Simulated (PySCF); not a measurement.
# Ca: electron affinity

Ca⁻ [Ar] 3d1 4s2 (2D) → Ca [Ar] 4s2 (1S), as a difference of total energies. Calculation: PySCF 2.14, in aug-cc-pwCVTZ-X2C with one added diffuse shell each of s, p, d, f type (10s9p7d4f, 100 functions); scalar relativity by spin-free X2C-1e. Correlated levels: valence: [Ar] frozen. The calculations carry no spin-orbit coupling.

```
           method  electron affinity (eV)
              UHF                  -0.530
    MP2 (valence)                  -0.511
SCS-MP2 (valence)                  -0.515
   CCSD (valence)                  -0.504
CCSD(T) (valence)                  -0.496
```

The configuration of this anion was assumed by filling the next shell in order. It is not the known or likely ground configuration (Ca⁻, Sr⁻ and Ba⁻, for instance, bind a p electron), so these values are not the electron affinity of the element.

A negative affinity means that the anion lies above the atom at that level of theory.

The coupled-cluster amplitudes are large for Ca⁻ (T1 above 0.03 or a double amplitude above 0.15), so a single reference is strained.
